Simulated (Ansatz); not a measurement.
Species: sum formula VO2F (charge 0, singlet). 
Coordinates optimised at B3LYP-D3(BJ)/def2-TZVP (Ansatz, an electronic-structure program):
```xyz
4

V      0.0264    -0.0518    -0.1577
O     -1.2654    -0.9543    -0.0014
O     -0.3579     1.4112    -0.6262
F      1.3754    -0.2739     0.9609
```

Property: vertical triplet-singlet gap (E(triplet) - E(singlet); each state is the SCF solution reached for its spin; the UHF <S^2> is 2.41 for the triplet (pure: 2.00); for the triplet T1 is 0.071; for the singlet the Hartree-Fock reference is unstable and T1 is 0.041), in kcal/mol. Valence correlation only, unless marked. UHF or UKS for open shells. No spin-orbit coupling. Frozen are the shells of the preceding noble gas and the d and f shells that filled before the atom's block. Non-relativistic.  The program attaches cautions to a run behind HF/def2-TZVPPD: large difference.

| level | program | vertical triplet-singlet gap (kcal/mol) |
|---|---|---|
| HF/def2-TZVPPD | Ansatz | -18.8 |
| HF/def2-QZVPPD | Ansatz | -19.1 |
| PBE/def2-TZVPD | Ansatz | 53.6 |
| PBE0/def2-TZVPD | Ansatz | 43.6 |
| BHLYP/def2-TZVPD | Ansatz | 27.3 |
| B2PLYP/def2-TZVPD | Ansatz | 69.7 |
